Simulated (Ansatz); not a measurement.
Cost and result for the atomization energy of CH9SbSi2, SMILES `[SiH3]C[SiH2][SbH2]` (13 atoms, 12 bonds).

Cartesian coordinates in Å:
```
Si 1.1371 -1.5129 -0.1207
C -0.5717 -0.9810 -0.6681
Si -0.8901 0.8599 -0.4840
Sb -0.5232 1.5973 1.9601
H 1.2945 -1.2636 1.3387
H 1.3612 -2.9613 -0.3753
H 2.1788 -0.7356 -0.8436
H -1.3140 -1.5301 -0.0793
H -0.7192 -1.2590 -1.7173
H -0.0054 1.6137 -1.4124
H -2.3038 1.1806 -0.8288
H -0.8022 3.2239 1.5167
H 1.1579 1.7680 1.7138
```

Charge 0, multiplicity 1. Correlated methods include outer-core shells of Sb, which these sets cover unevenly. Sb takes the def2 core potential. The structure was optimised at the PBE0-D4/def2-TZVP level. It is one conformer, not always the lowest. Program: Ansatz. All runs use 4 threads of an Arm Neoverse V1 on a shared host. Times are those of one run each, without the atoms' runs, and a repeat can differ threefold. Electronic energies, without spin–orbit coupling; frozen cores. CCSD(T)/CBS adds CCSD(T) − MP2 in def2-TZVPP to the MP2 limit, and its time is that of the two runs behind it. T1 = 0.013. With those shells the extrapolation isn't a true limit. HSE06 is the plane-wave form, built on full-range PBE exchange.

CCSD(T)/CBS is a level of theory with its own doubt, some kJ/mol a heavy atom from the limit and from the frozen cores, so smaller differences don't rank the functionals.

| level | functions | wall time | atomization (kcal/mol) | difference from CCSD(T)/CBS | per bond |
| --- | --- | --- | --- | --- | --- |
| revPBE-D4/def2-TZVPP | 291 | 3.7 s | 913.7 | -20.6 | -1.7 |
| BLYP-D4/def2-TZVPP | 291 | 3.8 s | 925.1 | -9.2 | -0.8 |
| BHLYP-D4/def2-TZVPP | 291 | 5.5 s | 922.6 | -11.7 | -1.0 |
| HSE06-D4/def2-TZVPP | 291 | 6 s | 923.2 | -11.1 | -0.9 |
| PBE0-D4/def2-TZVPP | 291 | 6 s | 923.3 | -11.0 | -0.9 |
| r2SCAN-D4/def2-TZVPP (with forces) | 291 | 8.5 s | 929.6 | -4.7 | -0.4 |
| B2PLYP/def2-TZVPP | 291 | 10 s | 916.8 | -17.5 | -1.5 |
| CCSD(T)/def2-SVP | 121 | 13 s | 867.2 | -67.1 | -5.6 |
| B97M-V/def2-TZVPP | 291 | 16 s | 939.6 | 5.3 | 0.4 |
| ωB97M-V/def2-TZVPP (with forces) | 291 | 21 s | 931.9 | -2.4 | -0.2 |
| MP2/def2-QZVPP | 549 | 42 s | 912.8 | -21.5 | -1.8 |
| CCSD(T)/def2-TZVPP | 291 | 6.9 min | 909.4 | -24.9 | -2.1 |
| CCSD(T)/CBS(def2) | – | 7.6 min | 934.3 | 0.0 | 0.0 |

From BLYP to BHLYP (50 % exact exchange), in def2-TZVPP and without D4, the atomization energy moves by +3.6 kcal/mol. Leaving LDA and LC-ωPBE aside and taking each functional with its dispersion term where it has one, the values, not all of them listed here, spread over 27.9 kcal/mol, from revPBE-D4 to ωB97X-V. LDA lies +119.4 kcal/mol from PBE without D4, its usual overbinding. At CCSD(T), def2-SVP lies −67.1 kcal/mol from the extrapolated value and def2-TZVPP −24.9 kcal/mol: correlation converges slowly with the basis, and small sets miss more of it in the bonded molecule than in its fragments.
